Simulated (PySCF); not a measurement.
C3H8BNO, SMILES C[C@@H]1CB(N)O1.

The structure is a stationary point at B3LYP-D3(BJ)/def2-SVP. The structure was generated by enumeration; whether it is a known compound was not checked. One conformer was computed; it need not be the lowest.

Two levels are set side by side: TDA-PBE/def2-SVPD (PySCF) and TDA-LC-ωPBE/def2-SVPD (PySCF). Vertical, same geometry. The lowest singlet is HOMO→LUMO 100 % with PBE and HOMO→LUMO 79 % with the other functional; states are paired by order. Differences are taken from unrounded values.

```tsv
quantity	TDA-LC-ωPBE	TDA-PBE	TDA-PBE minus TDA-LC-ωPBE
lowest singlet excitation (eV)	7.39	5.89	-1.50
lowest triplet excitation (TDA) (eV)	7.08	5.75	-1.34
first bright state (f over 0.05) (eV)	8.81	7.65	-1.16
its oscillator strength	0.32	0.08	-0.24
```

Functionals without exact exchange tend to place singlet excitations lower, as here. Differences between two approximate levels are no errors against the true value.

Rough cost on one machine, each run with all the roots and properties that it gave: TDA-LC-ωPBE against TDA-PBE about 4 times.
